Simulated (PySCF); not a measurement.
BClF$_{2}$ (SMILES FB(F)Cl), singlet, at a GFN2-xTB geometry; MP2/cc-pVDZ run with PySCF.

PySCF was given this input:
```python
from pyscf import gto, scf, mp

mol = gto.Mole()
mol.atom = '''
    B    -0.32264403    0.18041159   -0.16795807
    F    -1.47651601   -0.43308098   -0.29772557
    F    -0.27807825    1.41419056   -0.61565959
    Cl    1.02379814   -0.57247318    0.53295628
'''
mol.basis = 'cc-pvdz'
mol.verbose = 4
mol.max_memory = 1800
mol.build()

mf = scf.RHF(mol)
mf.kernel()

pt = mp.MP2(mf, frozen=8)
pt.kernel()
print('E(MP2) = %.10f' % pt.e_tot)
```

Task: Write the output that PySCF gives for this input, abridged.

Result: 
```
PySCF version 2.14.0

[INPUT] verbose = 4
[INPUT] num. atoms = 4
[INPUT] num. electrons = 40
[INPUT] charge = 0
[INPUT] spin (= nelec alpha-beta = 2S) = 0
[INPUT] symmetry False subgroup None
[INPUT] Mole.unit = angstrom
[INPUT] Symbol           X                Y                Z      unit          X                Y                Z       unit  Magmom
[INPUT]  1 B     -0.322644030000   0.180411590000  -0.167958070000 AA   -0.609708852426   0.340928494797  -0.317394752711 Bohr   0.0
[INPUT]  2 F     -1.476516010000  -0.433080980000  -0.297725570000 AA   -2.790210877436  -0.818404441958  -0.562619787580 Bohr   0.0
[INPUT]  3 F     -0.278078250000   1.414190560000  -0.615659590000 AA   -0.525491733698   2.672432846345  -1.163428011062 Bohr   0.0
[INPUT]  4 Cl     1.023798140000  -0.572473180000   0.532956280000 AA    1.934698091439  -1.081817523859   1.007141405567 Bohr   0.0

nuclear repulsion = 143.452110733983
number of shells = 20
number of NR pGTOs = 119
number of NR cGTOs = 60
basis = cc-pvdz
ecp = {}

******** <class 'pyscf.scf.hf.RHF'> ********
method = RHF
initial guess = minao
damping factor = 0
level_shift factor = 0
DIIS = <class 'pyscf.scf.diis.CDIIS'>
diis_start_cycle = 1
diis_space = 8
diis_damp = 0
SCF conv_tol = 1e-09
SCF conv_tol_grad = None
SCF max_cycles = 50
direct_scf = True
direct_scf_tol = 1e-13
Set gradient conv threshold to 3.16228e-05
Initial guess from minao.
init E= -683.772491238946
  HOMO = -0.461961107303151  LUMO = 0.109889349935441  gap/eV = 15.56084
cycle= 1 E= -683.153896402841  delta_E= 0.619  |g|= 0.632  |ddm|= 1.79
  HOMO = -0.51292717327771  LUMO = 0.103263140146566  gap/eV = 16.76739
cycle= 2 E= -683.21973791776  delta_E= -0.0658  |g|= 0.342  |ddm|= 0.675
  HOMO = -0.50304864781258  LUMO = 0.143615647239201  gap/eV = 17.59663
cycle= 3 E= -683.239636001216  delta_E= -0.0199  |g|= 0.0395  |ddm|= 0.196
  HOMO = -0.500313426641097  LUMO = 0.151988358001301  gap/eV = 17.75004
cycle= 4 E= -683.240073356636  delta_E= -0.000437  |g|= 0.0103  |ddm|= 0.0392
  HOMO = -0.49984750256168  LUMO = 0.14998790819684  gap/eV = 17.68292
cycle= 5 E= -683.240108067268  delta_E= -3.47e-05  |g|= 0.00187  |ddm|= 0.0119
  HOMO = -0.500306749217676  LUMO = 0.149966998576055  gap/eV = 17.69485
cycle= 6 E= -683.240109713996  delta_E= -1.65e-06  |g|= 0.000489  |ddm|= 0.00226
  HOMO = -0.500186985081434  LUMO = 0.149971298587324  gap/eV = 17.69171
cycle= 7 E= -683.240109841849  delta_E= -1.28e-07  |g|= 9.67e-05  |ddm|= 0.000726
  HOMO = -0.500208150939184  LUMO = 0.149980333908363  gap/eV = 17.69253
cycle= 8 E= -683.240109847909  delta_E= -6.06e-09  |g|= 2.24e-05  |ddm|= 0.000159
  HOMO = -0.500201448456303  LUMO = 0.149983862472151  gap/eV = 17.69244
cycle= 9 E= -683.240109848236  delta_E= -3.27e-10  |g|= 5.96e-06  |ddm|= 3.78e-05
  HOMO = -0.500202611831688  LUMO = 0.149983040710868  gap/eV = 17.69245
Extra cycle  E= -683.24010984826  delta_E= -2.39e-11  |g|= 2.67e-06  |ddm|= 8.2e-06
converged SCF energy = -683.24010984826

******** <class 'pyscf.mp.mp2.RMP2'> ********
nocc = 12, nmo = 52
frozen orbitals 8
E(RMP2) = -683.825477225979  E_corr = -0.58536737771935
E(SCS-RMP2) = -683.801593042136  E_corr = -0.561483193876325
E_corr(same-spin) = -0.162643453138726
E_corr(oppo-spin) = -0.422723924580624
E(MP2) = -683.8254772260
```
